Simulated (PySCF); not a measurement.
**UHF on Ge (germanium, neutral)**

Configuration: [Ar] 3d10 4s2 4p1 4d1, one real determinant (an excited configuration). All numbers are calculated (PySCF 2.14, no relativity, point nucleus, in dyall-av2z).

```json
{
 "Total energy": "-2075.069141 hartree",
 "One-electron energy": "-2891.5087 hartree",
 "Hartree (Coulomb) energy": "893.8105 hartree",
 "Exchange energy": "-77.3710 hartree",
 "Kinetic energy": "2075.29068 hartree",
 "⟨S²⟩": "2.0087",
 "⟨L²⟩": "8.027",
 "Sum of ⟨r⟩": "25.56 bohr",
 "Sum of ⟨r²⟩": "52.50 bohr²",
 "Traceless quadrupole moment −½Σ⟨3z² − r²⟩ along its main axis": "2.81 e·bohr²",
 "Density at the nucleus (Gaussians lack the cusp)": "22200 bohr⁻³",
 "Spin density at the nucleus": "-0.518 bohr⁻³",
 "Langevin diamagnetic susceptibility": "-41.6 ×10⁻⁶ cm³/mol"
}
```

```json
{"shell": "1s α", "electrons": "1", "mean orbital energy (eV)": "-11030.4", "spread (eV)": "0", "rms radius, mean of both spins (bohr)": "0.0554"}
{"shell": "1s β", "electrons": "1", "mean orbital energy (eV)": "-11030.3", "spread (eV)": "0", "rms radius, mean of both spins (bohr)": "0.0554"}
{"shell": "2s α", "electrons": "1", "mean orbital energy (eV)": "-1422.1", "spread (eV)": "0", "rms radius, mean of both spins (bohr)": "0.231"}
{"shell": "2s β", "electrons": "1", "mean orbital energy (eV)": "-1422.1", "spread (eV)": "0", "rms radius, mean of both spins (bohr)": "0.231"}
{"shell": "2p α", "electrons": "3", "mean orbital energy (eV)": "-1261.2", "spread (eV)": "0.032", "rms radius, mean of both spins (bohr)": "0.205"}
{"shell": "2p β", "electrons": "3", "mean orbital energy (eV)": "-1261.1", "spread (eV)": "0.113", "rms radius, mean of both spins (bohr)": "0.205"}
{"shell": "3s α", "electrons": "1", "mean orbital energy (eV)": "-198.76", "spread (eV)": "0", "rms radius, mean of both spins (bohr)": "0.678"}
{"shell": "3s β", "electrons": "1", "mean orbital energy (eV)": "-198.66", "spread (eV)": "0", "rms radius, mean of both spins (bohr)": "0.678"}
{"shell": "3p α", "electrons": "3", "mean orbital energy (eV)": "-143.54", "spread (eV)": "0.046", "rms radius, mean of both spins (bohr)": "0.705"}
{"shell": "3p β", "electrons": "3", "mean orbital energy (eV)": "-143.38", "spread (eV)": "0.399", "rms radius, mean of both spins (bohr)": "0.705"}
{"shell": "3d α", "electrons": "5", "mean orbital energy (eV)": "-47.557", "spread (eV)": "0.336", "rms radius, mean of both spins (bohr)": "0.809"}
{"shell": "3d β", "electrons": "5", "mean orbital energy (eV)": "-47.458", "spread (eV)": "0.407", "rms radius, mean of both spins (bohr)": "0.809"}
{"shell": "4s α", "electrons": "1", "mean orbital energy (eV)": "-18.130", "spread (eV)": "0", "rms radius, mean of both spins (bohr)": "2.31"}
{"shell": "4s β", "electrons": "1", "mean orbital energy (eV)": "-15.743", "spread (eV)": "0", "rms radius, mean of both spins (bohr)": "2.31"}
{"shell": "4p α", "electrons": "1", "mean orbital energy (eV)": "-9.702", "spread (eV)": "0", "rms radius, mean of both spins (bohr)": "2.92"}
{"shell": "4d α", "electrons": "1", "mean orbital energy (eV)": "-0.148", "spread (eV)": "0", "rms radius, mean of both spins (bohr)": "4.74"}
```

⟨L²⟩ = 8.03 against 12 for a pure F term, so this real determinant mixes terms. The outer electron is Rydberg-like, and this basis confines it to a smaller radius and binds it less than a complete one would.

Spin-orbit constants ζ (cm⁻¹) from the X2C one-electron operator on these orbitals (non-relativistic here): bare nucleus, nucleus screened by l(l+1)(2l+1)/3 electrons, and screened by the Breit-Pauli mean field of the electrons.

```json
{"shell": "2p", "bare": "167000", "screened nucleus": "156600", "mean field": "151600"}
{"shell": "3p", "bare": "22010", "screened nucleus": "20630", "mean field": "19830"}
{"shell": "3d", "bare": "2619", "screened nucleus": "1800", "mean field": "1664"}
{"shell": "4p", "bare": "994.7", "screened nucleus": "932.5", "mean field": "887.1"}
{"shell": "4d", "bare": "22.30", "screened nucleus": "15.33", "mean field": "12.38"}
```

To first order the Landé constant is A = 152.0 cm⁻¹, so the lowest level has J = 2 and lies 0.0754 eV below the centre of the term. This holds in LS coupling only.
